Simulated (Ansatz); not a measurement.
`CC(Cl)[SiH2]Cl` → `CCCl` + `[SiH]Cl` at 400 K and 1 bar (silylene formation by 1,1-elimination).

Isolated molecules relaxed with PBE0-D4/def2-TZVP in Ansatz; ΔE leaves out vibrations. CBS: MP2 limit from def2 TZ/QZ plus the TZ coupled-cluster correction, frozen cores. This one scheme is used for every species. Each species was taken in one conformer, which may not be the lowest.

```
         species  CCSD(T)/CBS energy (Eh)  H − E (kJ/mol)  S (J/(mol·K))
`CC(Cl)[SiH2]Cl`              -1288.40964           232.0          394.0
          `CCCl`               -538.89655           195.0          294.4
       `[SiH]Cl`               -749.43948            35.1          263.9
```

H − E and S are ideal-gas, rigid-rotor, harmonic terms from PBE0-D4/def2-TZVP, for one conformer and one mirror image of each species. 1 Eh = 2625.50 kJ/mol, R = 8.31446 J/(mol·K).

Question: By hand: ΔE, ΔH, ΔS and ΔG.

Answer: ΔE = (-538.89655) + (-749.43948) − (-1288.40964) = 0.07361 Eh = 193.3 kJ/mol. Δ(H − E) = 195.0 + 35.1 − 232.0 = -1.9, so ΔH = 191.4 kJ/mol. ΔS = 294.4 + 263.9 − 394.0 = 164.3 J/(mol·K). ΔG = 191.4 − 400 × (164.3)/1000 = 125.7 kJ/mol.

Question: By hand: the equilibrium constant, and the temperature at which ΔG would vanish if ΔH and ΔS stayed fixed.

Answer: log₁₀ K = −ΔG/(RT ln 10) = -16.4. ΔG = 0 at ΔH/ΔS = 1165 K.

The number of gas molecules changes by +1, which sets the sign of ΔS. A doubt of 5 kJ/mol in ΔE shifts log₁₀ K by 0.7 here. Other conformers and mirror images would add mixing entropy, several J/(mol·K) or more a flexible species. These are equilibria of isolated gas molecules and say nothing of rates. Largest T1 diagnostic: 0.013 (customary marks: 0.02 for closed shells, 0.045 for open ones).
